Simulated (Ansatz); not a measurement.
KBr: shapes and states compared

Program: Ansatz, Gaussian basis, development build. Basis cc-pwCVTZ-X2C on K, cc-pwCVTZ-PP on Br, scalar-relativistic core potentials (10 electrons on Br) and scalar X2C, no spin–orbit coupling, 9 orbitals frozen in the corrections; active space CAS(8,8). Restricted Hartree–Fock, then the lowest state-specific CASSCF solution met for each case. On stretched bonds single-reference methods can fail or change state. Unlike active orbitals can shift such differences by tenths of an eV, at times by over 1 eV.

Case A, triplet: bond length 2.8210 Å.

Case B, singlet: the shape of A.

Case C, singlet: bond length 3.2442 Å.

Energy less that of case A, in eV:

```json
{"case": "B", "RHF/ROHF": "-3.676", "CASSCF": "-4.154"}
{"case": "C", "RHF/ROHF": "-3.517", "CASSCF": "-3.979"}
```

What does SC-NEVPT2 give for these differences?

B: -4.200 eV (-96.9 kcal/mol); C: -3.947 eV (-91.0 kcal/mol).

Which case is lowest, and do the methods agree?

B is lowest in SC-NEVPT2. Of the methods shown, RHF/ROHF, CASSCF agree.
